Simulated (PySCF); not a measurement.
**From computed data to an observable: refractive index and permittivity of the vapour**

C4H8Cl, SMILES CC(C)([CH2])Cl, multiplicity 2.

The structure is a stationary point at B3LYP-D3(BJ)/def2-SVP. The isomer is the one that the SMILES or the coordinates give; other isomers of the formula were not compared.

PBE/def2-TZVP in PySCF gives a mean static polarisability of 65.7 bohr³ and a dipole moment of 2.15 D. Take an ideal gas at 298.15 K and 0.01 bar, whether or not the substance is that volatile.

### Question
Work out n − 1 in the optical limit and the static ε − 1.

### Answer

Polarisability volume α' = 65.7 × 0.148185 = 9.74 Å³. Number density N = p/kT = 2.43e-7 Å⁻³.
Dilute limit of Lorentz–Lorenz: n − 1 = 2π N α' = 1.5e-5.
Orientation term of Debye: μ²/(3kT) = 8.098 Å³ × μ²(D²) = 37.43 Å³.
ε − 1 = 4π N (α' + μ²/3kT) = 0.00014. Orientation of the dipole supplies 79 % of the static response; it can't follow optical fields. Vibrational polarisation and dispersion are left out.
